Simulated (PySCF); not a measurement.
HO3S, SMILES O=[SH](=O)[O-], charge -1. Atoms are numbered in the order given.

```xyz
5

S      0.0000     0.0000     0.1749
O     -1.2573    -0.7259    -0.1815
O      0.0000     1.4518    -0.1815
O      1.2573    -0.7259    -0.1815
H      0.0000     0.0000     1.5584
```
Charge -1, spin multiplicity 1.

Geometry optimised at B3LYP-D3(BJ)/def2-SVPD.

Computed with KT2/pcSseg-2 (PySCF).

GIAO shieldings, no solvent; atoms alike by connectivity are averaged. δ = σ(ref) − σ: ³³S against H2S (σ = 720.7 ppm); ¹⁷O against H2O (σ = 324.0 ppm); ¹H against TMS (σ = 31.47 ppm), references at their B3LYP-D3(BJ)/def2-TZVP geometries, non-relativistic.

```json
[
 {"nucleus": "³³S", "atoms": "S1", "count": "1", "δ (ppm)": "532.4"},
 {"nucleus": "¹⁷O", "atoms": "O2, O3, O4", "count": "3", "δ (ppm)": "282.7"},
 {"nucleus": "¹H", "atoms": "H5", "count": "1", "δ (ppm)": "11.89"}
]
```
